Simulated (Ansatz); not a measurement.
A geometry relaxed with PBE-D3(BJ)/def2-TZVP (Ansatz, a program for electronic structure), charge 0, multiplicity 1:

```xyz
7

O      1.5314    -0.1884    -0.4559
O     -0.9855    -1.0143    -0.1888
Cl    -0.4717     1.7738    -1.3674
Cl    -0.0971     1.0352     1.8489
H      1.8732    -0.9620     0.0208
Si     0.0159     0.2795    -0.0653
H     -1.8662    -0.9239     0.2078
```

Task: Write the SMILES of this molecule.

Result: `O[Si](O)(Cl)Cl`
